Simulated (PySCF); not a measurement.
## Mayer bond orders and bond lengths

Species: C₂H₁₃NOSi₄.
Atom-mapped SMILES: `[O:1]=[C:2]([CH2:3][SiH3:4])[SiH2:5][N:6]([SiH3:7])[SiH3:8]` (hydrogens: H9, H10 on C3; H11, H12, H13 on Si4; H14, H15 on Si5; H16, H17, H18 on Si7; H19, H20, H21 on Si8)

Geometry (GFN2-xTB, Å), atoms numbered from 1 in this order:
```
atom  x, y, z in Å
O1     0.6384   -1.5724    0.4700
C2     0.9301   -0.7616   -0.3954
C3     2.2894   -0.6987   -0.9666
Si4    3.3612    0.3560    0.2240
Si5   -0.3904    0.4854   -0.9619
N6    -1.6841    0.1804    0.1160
Si7   -1.6271   -1.1228    1.3275
Si8   -3.1260    1.1513    0.0030
H9     2.7391   -1.6907   -1.0190
H10    2.2765   -0.2463   -1.9552
H11    4.7150    0.3754   -0.3382
H12    2.8261    1.7163    0.2793
H13    3.3686   -0.2634    1.5459
H14   -0.6934    0.1941   -2.3714
H15    0.1703    1.8390   -0.8494
H16   -2.9524   -0.9700    1.9683
H17   -0.6719   -0.7973    2.3813
H18   -1.6750   -2.4275    0.6797
H19   -2.8988    2.1045   -1.0854
H20   -3.3330    1.8654    1.2631
H21   -4.2714    0.2999   -0.3161
```

Bond orders from the PBE0/pcSseg-1 density (PySCF). One conformer (not necessarily the lowest) at the GFN2-xTB geometry, without solvent, vibrations or thermal averaging.

Question: How far do the computed orders between heavy atoms stray from the drawn ones?

Answer: The largest departure is 0.199, at N6–Si7 (drawn single, 0.801). Drawn single, order below 0.88: C3–Si4 (0.842), C2–Si5 (0.808) and N6–Si7 (0.801).

Question: Give the Mayer order of every bond, beside its length.

Answer: 
| bond | drawn as | length (Å) | Mayer order |
| --- | --- | --- | --- |
| O1–C2 | double | 1.221 | 1.812 |
| C2–C3 | single | 1.476 | 1.014 |
| C3–Si4 | single | 1.918 | 0.842 |
| C2–Si5 | single | 1.903 | 0.808 |
| Si5–N6 | single | 1.711 | 0.998 |
| N6–Si7 | single | 1.780 | 0.801 |
| N6–Si8 | single | 1.742 | 0.887 |
| C3–H9 | single | 1.090 | 0.928 |
| C3–H10 | single | 1.087 | 0.932 |
| Si4–H11 | single | 1.466 | 0.944 |
| Si4–H12 | single | 1.463 | 0.946 |
| Si4–H13 | single | 1.460 | 0.952 |
| Si5–H14 | single | 1.471 | 0.910 |
| Si5–H15 | single | 1.469 | 0.913 |
| Si7–H16 | single | 1.480 | 0.884 |
| Si7–H17 | single | 1.459 | 0.936 |
| Si7–H18 | single | 1.457 | 0.938 |
| Si8–H19 | single | 1.464 | 0.923 |
| Si8–H20 | single | 1.463 | 0.936 |
| Si8–H21 | single | 1.462 | 0.936 |

By pair of heavy elements: C–Si: lowest C2–Si5 (0.808, 1.903 Å), highest C3–Si4 (0.842, 1.918 Å); in 1 of the 1 pairs the longer bond (by over 0.003 Å) has the higher order (by 0.02 or more). N–Si: lowest N6–Si7 (0.801, 1.780 Å), highest Si5–N6 (0.998, 1.711 Å).

Question: Sum the orders of all bonds at each heavy atom with more than one neighbour and set the sums beside the valence in the SMILES.

Answer: C2 3.634 (drawn 4), C3 3.716 (drawn 4), Si4 3.684 (drawn 4), Si5 3.629 (drawn 4), N6 2.686 (drawn 3), Si7 3.559 (drawn 4), Si8 3.682 (drawn 4). Orders between atoms that aren't bonded are not in these sums.

For a closed shell the Mayer order of atoms A and B is Σ (PS)μν (PS)νμ over the basis functions μ on A and ν on B, with P the density and S the overlap matrix.
